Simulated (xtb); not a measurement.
xtb input:

```bash
xtb mol.xyz --gfn 2 --ohess tight --chrg 0 --uhf 0
```
mol.xyz:
```
3

Be    -0.12709751    -0.01676868    -0.10029666
H     -0.78372409    -0.31252000    -1.13126983
Cl     0.87859238     0.37236022     1.29451751
```

**Question.** What final total energy does it print?

**Answer.** -5.80734 Eh (GFN2-xTB).
